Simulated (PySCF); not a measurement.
**Orbital picture of CdC**

revPBE at R = 2.174 Å; Cd cc-pVDZ-PP with ECP28, C cc-pVDZ; scalar-relativistic core potentials (PySCF 2.14). State: ³Σ⁻ (triplet), unpaired electrons π ↑↑. Only the outer orbitals are listed, counted within each symmetry, core potentials removing the inner ones.

| spin | orbital | occ. | ε (eV) | on Cd (%) | main shells (%) |
| --- | --- | --- | --- | --- | --- |
| α | 2π | 1 | -12.83 | 99 | 99 Cd d |
| α | 2π | 1 | -12.83 | 99 | 99 Cd d |
| α | 1δ | 1 | -12.71 | 100 | 100 Cd d |
| α | 1δ | 1 | -12.71 | 100 | 100 Cd d |
| α | 5σ | 1 | -12.13 | 68 | 64 Cd d, 32 C s |
| α | 6σ | 1 | -6.67 | 59 | 57 Cd s, 35 C p |
| α | 3π | 1 | -5.04 | 10 | 90 C p, 9 Cd p |
| α | 3π | 1 | -5.04 | 10 | 90 C p, 9 Cd p |
| α | 7σ | 0 | -3.90 | 55 | 45 C p, 31 Cd s, 22 Cd p |
| α | 4π | 0 | -1.04 | 92 | 92 Cd p |
| α | 4π | 0 | -1.04 | 92 | 92 Cd p |
| β | 2π | 1 | -12.81 | 100 | 100 Cd d |
| β | 2π | 1 | -12.81 | 100 | 100 Cd d |
| β | 1δ | 1 | -12.71 | 100 | 100 Cd d |
| β | 1δ | 1 | -12.71 | 100 | 100 Cd d |
| β | 5σ | 1 | -10.79 | 37 | 63 C s, 22 Cd d, 11 Cd s |
| β | 6σ | 1 | -6.14 | 72 | 67 Cd s, 18 C p, 10 C s |
| β | 7σ | 0 | -3.29 | 39 | 60 C p, 26 Cd p, 13 Cd s |
| β | 3π | 0 | -2.68 | 45 | 55 C p, 44 Cd p |
| β | 3π | 0 | -2.68 | 45 | 55 C p, 44 Cd p |

**Question.** Which are the highest filled and the lowest empty level, where do they sit, and how wide is the gap?

**Answer.** Highest filled α 3π at -5.04 eV (in %: 90 C p, 9 Cd p); lowest empty α 7σ at -3.90 eV (in %: 45 C p, 31 Cd s, 22 Cd p); the gap at revPBE is 1.14 eV.

```json
{
 "bond order (Mayer)": "1.35",
 "⟨S²⟩": "2.061",
 "charge on Cd (Mulliken, basis-dependent)": "0.30",
 "charge on Cd (Löwdin, basis-dependent)": "0.21",
 "dipole moment (positive dipole means Cd(−)C(+))": "-2.75 D"
}
```

Spin–orbit coupling is left out. The state is the lowest determinant that a PBE0 search found; another state may lie lower at other levels.
